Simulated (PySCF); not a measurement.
A structure optimised at PBE-D3(BJ)/def2-SVP, used in a PySCF frequency run:

```xyz
6

Ge     0.3015    -0.9383    -0.0020
O      2.0018    -0.7048    -0.5096
Br    -0.8009     1.1183     0.1066
H     -0.3231    -1.7806    -1.1315
H      0.2039    -1.5520     1.4196
H      2.4872    -0.1407     0.1217
```
Charge 0, spin multiplicity 1.

Write its SMILES and formula.

[OH][GeH2][Br], BrGeH₃O

What are its rotational constants (standard atomic weights)?

12.210, 1.8295, 1.6323 GHz
